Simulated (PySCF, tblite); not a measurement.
Isomers of C7H13FO2. Method: GFN2-xTB as coded in tblite; computed harmonic values from a numerical Hessian at the method's own geometry, unscaled. Errors from tens to a few hundred cm⁻¹ against measured bands are possible. One conformer each.

Electronic energies: PBE0/pcSseg-1 single points on the GFN2-xTB geometries (PySCF, gas phase).

| SMILES | electronic energy, lowest = 0 (kcal/mol) |
| --- | --- |
| CCC[C@@H]1OCCO[C@@H]1F | 0.0 |
| CO[C@@]1(F)CCCCOC1 | 4.1 |
| CO[C@@H]1CC[C@H](CF)CO1 | 2.2 |
| CCC[C@@H]1OCCO[C@H]1F | 3.2 |
| CCO/C(OC)=C(/C)CF | 21.8 |
| CC[C@@]1(O[C@H](C)F)CCO1 | 6.1 |
| CCO[C@@H]1C[C@H]1[C@@H](F)OC | 25.8 |

Question: How do GFN2-xTB zero-point energies change the relative energies?

Answer: 
| SMILES | ZPE (kcal/mol) | of it from modes above 1550 cm⁻¹ | electronic (kcal/mol) | with ZPE, lowest = 0 (kcal/mol) | lowest mode (cm⁻¹) | rings |
| --- | --- | --- | --- | --- | --- | --- |
| CCC[C@@H]1OCCO[C@@H]1F | 121.9 | 55.2 | 0.0 | 0.0 | 68 | 1 |
| CO[C@@H]1CC[C@H](CF)CO1 | 121.8 | 54.9 | 2.2 | 2.1 | 61 | 1 |
| CCC[C@@H]1OCCO[C@H]1F | 122.2 | 55.4 | 3.2 | 3.4 | 41 | 1 |
| CO[C@@]1(F)CCCCOC1 | 121.7 | 55.2 | 4.1 | 3.9 | 65 | 1 |
| CC[C@@]1(O[C@H](C)F)CCO1 | 120.4 | 56.0 | 6.1 | 4.7 | 49 | 1 |
| CCO/C(OC)=C(/C)CF | 118.7 | 58.2 | 21.8 | 18.7 | 37 | 0 |
| CCO[C@@H]1C[C@H]1[C@@H](F)OC | 119.8 | 55.7 | 25.8 | 23.7 | 37 | 1 |

The zero-point energies span 3.5 kcal/mol, from `CCO/C(OC)=C(/C)CF` to `CCC[C@@H]1OCCO[C@H]1F`. The order is unchanged.

Question: And how do the electronic energies of GFN2-xTB itself compare?

Answer: `CCC[C@@H]1OCCO[C@@H]1F` 2.3; `CO[C@@H]1CC[C@H](CF)CO1` 0.0; `CCC[C@@H]1OCCO[C@H]1F` 3.4; `CO[C@@]1(F)CCCCOC1` 3.6; `CC[C@@]1(O[C@H](C)F)CCO1` 9.0; `CCO/C(OC)=C(/C)CF` 22.6; `CCO[C@@H]1C[C@H]1[C@@H](F)OC` 25.7 kcal/mol, lowest = 0. Against the energies above, taken from the same isomer `CCC[C@@H]1OCCO[C@@H]1F`, the largest difference is 4.5 kcal/mol.

Question: What do entropy and thermal enthalpy add at 298.15 K and 1 bar (rigid rotor, harmonic oscillator, one conformer each)?

Answer: 
| SMILES | point group | symmetry number | S (cal/(mol K)) | H − H(0) (kcal/mol) | ZPE + H − H(0) − TS (kcal/mol) |
| --- | --- | --- | --- | --- | --- |
| CCC[C@@H]1OCCO[C@@H]1F | C1 | 1 | 100.1 | 7.09 | 99.1 |
| CO[C@@H]1CC[C@H](CF)CO1 | C1 | 1 | 99.6 | 7.07 | 99.1 |
| CCC[C@@H]1OCCO[C@H]1F | C1 | 1 | 98.9 | 6.96 | 99.6 |
| CO[C@@]1(F)CCCCOC1 | C1 | 1 | 97.1 | 6.94 | 99.7 |
| CC[C@@]1(O[C@H](C)F)CCO1 | C1 | 1 | 104.2 | 7.65 | 97.0 |
| CCO/C(OC)=C(/C)CF | C1 | 1 | 114.2 | 8.70 | 93.4 |
| CCO[C@@H]1C[C@H]1[C@@H](F)OC | C1 | 1 | 106.6 | 7.83 | 95.8 |
